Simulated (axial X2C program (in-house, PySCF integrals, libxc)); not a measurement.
## Curves of SmOH⁺ from open-shell CI on f5 s1

Computed with an axial X2C code built on PySCF integrals: two-component X2C with atomic mean-field Coulomb and Gaunt terms, basis Sm dyall-v3z, O dyall-v3z, H dyall-v3z (cores contracted in-house). Orbitals come from Hartree–Fock averaged over the configuration Sm f5 s1; CI then distributes these electrons over the f, s shells of Sm.

Scan along the Sm–O bond with OH moving as one mass, its bond held at 0.950 Å; masses Sm 151.920 u, O 15.995 u, H 1.008 u. Energies in cm⁻¹ from the lowest point; levels are followed by energy order within each Ω. Lowest level at 1.957 Å: 100% f5 s1.

| R (Å) | (1)Ω=0 | (1)Ω=1 | (1)Ω=2 | (2)Ω=0 | (2)Ω=1 | (1)Ω=3 | (2)Ω=2 |
| --- | --- | --- | --- | --- | --- | --- | --- |
| 1.820 | 2879 | 2984 | 3337 | 3563 | 3707 | 3973 | 4165 |
| 1.889 | 697 | 809 | 1173 | 1414 | 1549 | 1820 | 1987 |
| 1.957 | 0 | 116 | 487 | 740 | 870 | 1141 | 1288 |
| 2.035 | 540 | 659 | 1033 | 1297 | 1422 | 1691 | 1819 |
| 2.114 | 2149 | 2269 | 2644 | 2916 | 3037 | 3303 | 3411 |
| 2.202 | 4804 | 4924 | 5297 | 5579 | 5695 | 5956 | 6043 |
| 2.309 | 8789 | 8907 | 9276 | 9570 | 9683 | 9934 | 9998 |

(1) Fit the curves (1)Ω=0, (1)Ω=1, (1)Ω=2, (2)Ω=0, (2)Ω=1, (1)Ω=3, (2)Ω=2 near their minima.

The 7 lowest curves are shown; the next is (3)Ω=0, from 1639 cm⁻¹.

There is no dynamic correlation: spin–orbit spacings and, for f shells, spacings inside one term are the most reliable numbers, splittings between terms come out too wide, and energies between configurations are not reliable, so the lowest level need not be the ground state of the molecule. At most 4 roots were kept for each Ω > 0 (twice that for Ω = 0) within 2.2 eV of the lowest, so higher up levels can be missing between those listed; levels with Ω > 0 are doubly degenerate and listed once, Ω = 0 levels singly. The molecule was held linear; bending was not examined.

Results:

(1) From the open-shell CI curves, Te from the lowest:

| level | Te (cm⁻¹) | Re (Å) | ωe (cm⁻¹) |
| --- | --- | --- | --- |
| (1)Ω=0 | 0 | 1.963 | 714.2 |
| (1)Ω=1 | 117 | 1.963 | 713.8 |
| (1)Ω=2 | 488 | 1.962 | 713.2 |
| (2)Ω=0 | 741 | 1.962 | 713.5 |
| (2)Ω=1 | 871 | 1.962 | 713.4 |
| (1)Ω=3 | 1142 | 1.962 | 712.7 |
| (2)Ω=2 | 1288 | 1.963 | 711.6 |

Without dynamic correlation distances can be off by several hundredths of an Å (long for ionic bonds, short for multiple bonds) and the wavenumbers are rough.
